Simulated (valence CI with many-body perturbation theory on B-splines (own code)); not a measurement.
# Which ion has this spectrum?

A relativistic CI+MBPT calculation for an atom or ion with 14 electrons gives these levels (cm⁻¹):

```tsv
J	Parity	E	g
0	even	0	
1	even	262321	1.50
2	even	303316	1.22
2	even	595703	1.28
0	even	688892	
2	odd	893122	1.73
1	odd	1026110	0.88
2	odd	1137218	1.44
3	odd	1205008	1.32
2	odd	1209577	0.85
0	odd	1296772	
1	odd	1319835	1.26
2	odd	1349282	0.99
3	odd	1379927	1.11
```

The energies are calculated, and their last digits are not significant.

**Question.** Which is it?
A. Ru30+
B. Cd34+
C. Pd32+
D. Tc29+

**Answer.** C. Pd32+, ground level (3s^2 3p1/2^2) J=0.
